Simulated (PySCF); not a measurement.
## Copper: a sound run and one with changed settings

Sound run: Cu [Ar] 3d10 4s1, Cu⁺ [Ar] 3d10. Calculation: PySCF 2.14, in x2c-SVPall (5s3p3d1f, 36 functions); scalar relativity by spin-free X2C-1e. In the sound run the correlated levels freeze [Ar]. The sound run starts from symmetry-adapted Hartree-Fock orbitals and uses a fine grid where one is needed.

Changed run: no relativity, point nucleus. This setting is unsound on purpose.

```csv
species,method,sound run (hartree),changed run (hartree),converged
Cu,UHF,-1652.84070,-1633.85979,yes
Cu,M06-L,-1654.37294,-1635.38896,yes
Cu,LDA,-1651.59065,-1632.60987,yes
Cu,MP2,-1653.13723,-1634.15521,yes
Cu,CCSD(T),-1653.11673,-1634.13475,yes
Cu⁺,UHF,-1652.59959,-1633.62702,yes
Cu⁺,M06-L,-1654.08584,-1635.11336,yes
Cu⁺,LDA,-1651.27852,-1632.30943,yes
Cu⁺,MP2,-1652.87451,-1633.90178,yes
Cu⁺,CCSD(T),-1652.85268,-1633.87994,yes
```

Ionisation energy of Cu:

```
 method  sound run (eV)  changed run (eV)
    UHF           6.561             6.334
  M06-L           7.812             7.500
    LDA           8.493             8.176
    MP2           7.149             6.896
SCS-MP2           7.070             6.819
   CCSD           7.080             6.833
CCSD(T)           7.185             6.934
```

Most of the change in total energy is the relativistic energy itself. On top of that the contraction fixes the core shape for the Hamiltonian it was made with, so the changed run is not a good calculation with the other Hamiltonian either.

For comparison, NIST gives 7.726 eV between the lowest levels.
